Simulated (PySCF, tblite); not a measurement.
Isomers of C6H8ClNS. Calculated harmonic vibrations of the isolated species, GFN2-xTB (tblite), most abundant isotopes, no scaling. Errors from tens to a few hundred cm⁻¹ against measured bands are possible. Modes of hydrogen on sulfur can be 10 to 20 % off. One conformer each.

Electronic energies: PBE0/pcSseg-1 single points on the GFN2-xTB geometries (PySCF, gas phase).

```
              SMILES  electronic energy, lowest = 0 (kJ/mol)
C=C(Cl)C[C@H](C#N)SC                                   112.8
    N#C/C(Cl)=C\CCCS                                   108.5
      CN(C)c1cscc1Cl                                    67.5
      CCCc1cc(Cl)sn1                                    25.4
      CCCc1csc(Cl)n1                                     0.0
```

Task: How do GFN2-xTB zero-point energies change the relative energies?

Result: 
| SMILES | ZPE (kJ/mol) | of it from modes above 1550 cm⁻¹ | electronic (kJ/mol) | with ZPE, lowest = 0 (kJ/mol) | lowest mode (cm⁻¹) | rings |
| --- | --- | --- | --- | --- | --- | --- |
| CCCc1csc(Cl)n1 | 336.7 | 145.0 | 0.0 | 0.0 | 24 | 1 |
| CCCc1cc(Cl)sn1 | 336.8 | 144.8 | 25.4 | 25.5 | 23 | 1 |
| CN(C)c1cscc1Cl | 333.2 | 154.3 | 67.5 | 64.0 | 70 | 1 |
| N#C/C(Cl)=C\CCCS | 323.4 | 164.2 | 108.5 | 95.1 | 22 | 0 |
| C=C(Cl)C[C@H](C#N)SC | 325.2 | 169.9 | 112.8 | 101.2 | 29 | 0 |

The zero-point energies span 13.4 kJ/mol, from `N#C/C(Cl)=C\CCCS` to `CCCc1cc(Cl)sn1`. The order is unchanged.

Task: And how do the electronic energies of GFN2-xTB itself compare?

Result: `CCCc1csc(Cl)n1` 0.0; `CCCc1cc(Cl)sn1` 13.2; `CN(C)c1cscc1Cl` 39.5; `N#C/C(Cl)=C\CCCS` 176.9; `C=C(Cl)C[C@H](C#N)SC` 193.1 kJ/mol, lowest = 0. Against the energies above, taken from the same isomer `CCCc1csc(Cl)n1`, the largest difference is 80.3 kJ/mol.
